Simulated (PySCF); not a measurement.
Molecule: SMILES F[Si](F)O[Si](F)(F)F (F₅OSi₂), doublet. Atoms near the plane z = 0.0 Å, at the PBE0/def2-SVP optimised geometry (x, y, z in Å): F1 (-1.0, 0.8, 0.0), Si2 (-0.6, -0.8, 0.0), F3 (1.0, -0.8, 0.0).

Computed with unrestricted PBE0/def2-TZVP (PySCF). Cells within 0.4 Å of a nucleus heavier than hydrogen are left out (blank, or x). The values are rescaled to run from 0 to 1.

```
|00000000000000000000000000000|
|00000000000000000000000000000|
|00000000000000000000000000000|
|00000000000000000000000000000|
|00000001111111000000000000000|
|00000112233322100000000000000|
|00001223444443210000000000000|
|00001344566654321000000000000|
|00012356777765432100000000000|
|00023457899986543211000000000|
|001235679xxx87643222110000000|
|001235689xxx97654333321100000|
|001235679xxx87654444432200000|
|00123467899987656666543210000|
|00123456788877667777764321000|
|00123455677887778999875431000|
|00123445678xx9789xxx976432000|
|00123445679xxx889xxx986532000|
|00123445678xxx889xxx976432000|
|00123445667898778999875431000|
|00123345666776667787765321000|
|00112345566666556666554310000|
|00012334555555555554433210000|
|00012234445544443333322100000|
|00001223344443333222210000000|
|00001122333333222111000000000|
|00000111222222111000000000000|
|00000011111111000000000000000|
|00000000111100000000000000000|
```
Scale: ten equal steps from 0.000 (start of '0') to 1.00 (end of '9'), in the order '0123456789'; x runs from -3.50 to 3.50, y from -3.50 (bottom) to 3.50 (top).

Which quantity is mapped?
(A) an orbital amplitude
(B) deformation density (molecule minus spherical neutral atoms)
(C) Laplacian of the electron density
(D) log10 of the electron density

D, log10 of the electron density. In full: log10 of the electron density (e/bohr³), floored at −4.
